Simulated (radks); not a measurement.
Results of a calculation; reference values are marked as such.
All-electron atom: the dysprosium ion Dy60+ in [He] 2s2 2p2.

Code: a radial shooting solver on a logarithmic mesh with Libxc functionals. Model: non-relativistic Kohn-Sham, LDA (Slater exchange, Perdew-Wang correlation), spin-unpolarised, spherical densities, point nucleus; relativity is left out, which matters for an element this heavy.

Energy parts (eV):
total: -171810.60
kinetic: 171792.91
electron-nucleus: -349504.07
Hartree: 7638.35
exchange-correlation: -1737.79

Orbitals (lengths in bohr, moments of r in powers of bohr):
orbital  occ.  eigenvalue (eV)      <r>
1s          2        -56148.71  0.02293
2s          2        -13211.36  0.09394
2p          2        -13012.74  0.07907

The highest occupied level is 2p at -13012.7 eV. For comparison, the ionisation energy in NIST's Atomic Spectra Database is 14144 eV (theoretical). In exact Kohn-Sham theory the highest level is minus the ionisation energy, but local and semilocal functionals leave it too shallow, through self-interaction and a potential that decays too fast; potentials with the right tail come closer. Summed over all electrons, <r^2> = 0.03706 bohr^2, which gives a Langevin (diamagnetic) susceptibility term of -0.0294 x 10^-6 cm^3/mol. The density falls to 0.001 e/bohr^3 at r = 0.34 bohr. The electron density at the nucleus is 2.016e+05 e/bohr^3. Virial ratio -V/T = 2.00010.

Beside tabulated values, note that spin-unpolarised runs miss the spin-polarisation part of the exchange energy of open shells.
